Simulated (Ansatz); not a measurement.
Start from `[NH2][GaH][CH]=O` and change one atom or group to get `O=[CH][GaH2]`.

Ansatz, PBE0-D4/def2-TZVP geometries, multiplicity 1. Each molecule was computed in one conformer, which needn't be the lowest.

Scalar relativity is left out up to krypton.

```json
{"property": "LUMO energy (PBE/def2-TZVPP) / eV", "`[NH2][GaH][CH]=O`": "-2.94"}
{"property": "HOMO energy (ωB97M-V/def2-TZVPP) / eV", "`[NH2][GaH][CH]=O`": "-8.81"}
{"property": "ideal-gas entropy at 298 K and 1 bar (rigid rotor, harmonic PBE0-D4/def2-TZVP) / J/(mol·K)", "`[NH2][GaH][CH]=O`": "332"}
{"property": "size of the dipole moment (B3LYP/def2-TZVPP) / D", "`[NH2][GaH][CH]=O`": "1.78"}
{"property": "HOMO–LUMO gap (ωB97M-V/def2-TZVPP) / eV", "`[NH2][GaH][CH]=O`": "8.87"}
{"property": "HOMO–LUMO gap (PBE/def2-TZVPP) / eV", "`[NH2][GaH][CH]=O`": "2.23"}
```

(1) What does the change do to each property? (Best estimate.)

Results:

(1) Computed: 
| property | `O=[CH][GaH2]` | shift |
| --- | --- | --- |
| LUMO energy (PBE/def2-TZVPP) / eV | -2.63 | 0.31 |
| HOMO energy (ωB97M-V/def2-TZVPP) / eV | -8.90 | -0.09 |
| ideal-gas entropy at 298 K and 1 bar (rigid rotor, harmonic PBE0-D4/def2-TZVP) / J/(mol·K) | 301 | -31 |
| size of the dipole moment (B3LYP/def2-TZVPP) / D | 2.29 | 0.51 |
| HOMO–LUMO gap (ωB97M-V/def2-TZVPP) / eV | 8.76 | -0.11 |
| HOMO–LUMO gap (PBE/def2-TZVPP) / eV | 2.74 | 0.51 |

With PBE0 the HOMO falls by 0.12 eV and the LUMO rises by 0.12 eV, so the gap widens by about 0.24 eV. PBE moves the HOMO by -0.20 eV and ωB97M-V by -0.09 eV. The zero-point energy changes by -52.0 kJ/mol with -6 modes. Dipoles are sizes alone; their direction can turn.

B3LYP here is the variant with VWN-RPA as its local correlation; programs differ in this.
